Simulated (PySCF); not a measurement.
# Polarisability and C₆ of Sc²⁺ (scandium, charge +2)

[Ar] 3d1, 2D determinant. Calculation: PySCF 2.14, in aug-cc-pVDZ-DK (7s6p4d2f, 59 functions); the spin-free X2C one-electron Hamiltonian (Gaussian nucleus). Coupled (time-dependent) response in atomic units; α is the mean over directions. A double-zeta set is small for polarisabilities.

| method | mean α (bohr³) | α xx, yy, zz | C₆ (like pair) | S(−4) |
| --- | --- | --- | --- | --- |
| UHF | 4.252 | 4.907, 4.907, 2.944 | 12.02 | 15.78 |
| PBE | 4.711 | 5.511, 5.511, 3.111 | 13.23 | 23.23 |
| PBE0 | 4.598 | 5.377, 5.377, 3.038 | 12.78 | 23.67 |

S(−4) is the Cauchy moment in α(ω) = α(0) + S(−4) ω² + …

α(iu) at UHF:

| u (hartree) | α(iu) (bohr³) |
| --- | --- |
| 0 | 4.252 |
| 0.0500 | 4.214 |
| 0.100 | 4.109 |
| 0.200 | 3.795 |
| 0.300 | 3.469 |
| 0.500 | 2.930 |
| 0.750 | 2.409 |
| 1.00 | 1.988 |
| 1.50 | 1.366 |
| 2.00 | 0.9628 |
| 3.00 | 0.5287 |
| 5.00 | 0.2201 |

A single London oscillator, α(iu) = α/(1 + u²/ω²), gives C₆ = (3/4) ω α². Matching the computed C₆ needs ω = 4 × 12.02 / (3 × 4.252²) = 0.886 hartree.

For an ion, C₆ is the dispersion term alone; charge-induced terms of lower order in 1/R come first.

The components differ because the open shell of this determinant is not spherical; for a pure term their mean is the scalar polarisability.
